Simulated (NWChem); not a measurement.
# C$_{3}$H$_{7}$FSi; SMILES C(=C)(F)C[SiH3]

```xyz
12

C      0.7930     2.0568     0.3993
C      0.0883     1.0481    -0.1050
F     -1.2717     1.1111    -0.0810
C      0.5744    -0.2312    -0.6999
Si    -0.0538    -1.7871     0.2167
H      0.2995     2.9224     0.8263
H      1.8760     2.0302     0.3899
H      1.6693    -0.2401    -0.7095
H      0.2397    -0.3067    -1.7445
H      0.1713    -1.6437     1.6789
H     -1.4986    -2.0171    -0.0353
H      0.7067    -2.9678    -0.2770
```
Atoms are numbered in this order, from 1.

Computed with NWChem. Pople sets run with spherical d functions. Medium grid unless said otherwise, to which SCAN and Minnesota functionals are sensitive. The geometry was optimised at B3LYP/6-31G* (spherical d). Hybrids' shares of exact exchange are those that their runs print; pure functionals count as 0. The functionals differ in more than this share.

```
row               share of exact exchange  highest occupied level (eV)
----------------  -----------------------  ---------------------------
PBE/6-31G*                           0.00                        -5.68
B97-D/6-31G*                         0.00                        -5.66
B3LYP/6-31G*                         0.20                        -6.69
MPW1K/6-31G*                         0.43                        -7.89
BHandHLYP/6-31G*                     0.50                        -8.03
M06-2X/6-31G*                        0.54                     withheld
```

Q: Fit a straight line of the last column on the one before it, predict the withheld value, and compare with the run.

A: 
1. Means of the 5 shown rows: x = 0.226, y = -6.790. Slope Σ(x − x̄)(y − ȳ)/Σ(x − x̄)² = -1.073/0.2195 = -4.888; intercept -5.685.
2. The shown rows scatter about the line by 0.066 (root mean square); the largest residual is -0.10, at MPW1K/6-31G*.
3. At x = 0.54 (M06-2X/6-31G*; beyond the shown range) the line gives -8.32.
4. The run gives -8.19, +0.13 from the line, 2.0 times the scatter.
